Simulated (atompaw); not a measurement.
**Which change was made? (P, PAW (atompaw))**

P, PAW, made with atompaw 4.2.0.5 (PBE, scalar-relativistic). Core [Ne], reference 3s2 3p1 (charge +2). Waves: 3s (bound): rc 1.50 bohr; 3s channel at -1.8 Ry: rc 1.50 bohr; 3p (bound): rc 1.50 bohr; 3p channel at -1.5 Ry: rc 1.35 bohr. Local part: bessel scheme, radius 1.10 bohr. Core correction: smooth core density matched at 0.80 bohr. Augmentation charge: besselshape compensation charge, radius 1.30 bohr; PAW radius 1.50 bohr; waves and projectors: custom polynom vanderbiltortho.

Cutoffs, loose and tight: the cutoffs (Ry, on a coarse ladder) from which the occupation-weighted sum of valence levels, in a spherical-Bessel basis at the reference potential, stays within 10 and 1 mRy of its value at 400 Ry. They see the waves, projectors and local potential, not the compensation charge or the core.

The base gives: outcome: generated; cutoff, loose: 12 Ry; cutoff, tight: 35 Ry; bound ghosts: s.

Problem. After one change the result is: outcome: generated; cutoff, loose: 21 Ry; cutoff, tight: 35 Ry; bound ghosts: s. Which change was it?
A. local potential troulliermartins scheme with l = 2 at 0.5 Ry, radius 1.10 bohr
B. augmentation besselshape compensation charge, radius 1.30 bohr; PAW radius 1.50 bohr; waves and projectors: custom rrkj gramschmidtortho
C. wave 3s channel at -1.8 Ry: rc 1.50 bohr becomes 3s channel at 5.12 Ry: rc 1.50 bohr

Solution. A. The others give: wave 3s channel at -1.8 Ry: rc 1.50 bohr becomes 3s channel at 5.12 Ry: rc 1.50 bohr → outcome: generated; cutoff, loose: 18 Ry; cutoff, tight: 30 Ry; bound ghosts: none | augmentation besselshape compensation charge, radius 1.30 bohr; PAW radius 1.50 bohr; waves and projectors: custom rrkj gramschmidtortho → outcome: generated; cutoff, loose: 15 Ry; cutoff, tight: 21 Ry; bound ghosts: none.
